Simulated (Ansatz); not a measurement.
System: C5H5, charge -1, multiplicity 1. It need not be the lowest isomer of its formula. Whether it binds its extra electron was not tested at this geometry. SMILES: [cH-]1cccc1
Geometry from a B3LYP-D3(BJ)/def2-TZVP (Ansatz, a quantum-chemistry and plane-wave program) optimisation:
```xyz
10

C     -0.9462     0.7363    -0.0617
C      0.4086     1.1152    -0.1755
C      1.1987    -0.0471    -0.0467
C      0.3323    -1.1443     0.1466
C     -0.9934    -0.6601     0.1373
H     -1.8008     1.4013    -0.1175
H      0.7775     2.1223    -0.3340
H      2.2813    -0.0897    -0.0889
H      0.6324    -2.1777     0.2790
H     -1.8904    -1.2562     0.2613
```
Charge -1, spin multiplicity 1.

Parts of the frozen-core correlation energy in 6-31G* (Ansatz, hartree). Frozen orbitals: 5; correlated occupied orbitals by spin: 13 and 13; virtual: 67 and 67. No spin-orbit coupling. No relativistic terms.

```json
[
 {"term": "reference (HF)", "value": "-192.17994"},
 {"term": "MP2 opposite-spin", "value": "[?]"},
 {"term": "MP2 same-spin", "value": "-0.17308"},
 {"term": "CCSD correlation", "value": "[?]"},
 {"term": "(T)", "value": "[?]"},
 {"term": "T1 diagnostic", "value": "0.011"},
 {"term": "largest doubles amplitude", "value": "0.058"}
]
```

Problem. Complete the blanks.

Solution. 
- MP2 opposite-spin, value: -0.47767
- CCSD correlation, value: -0.67902
- (T), value: -0.02951
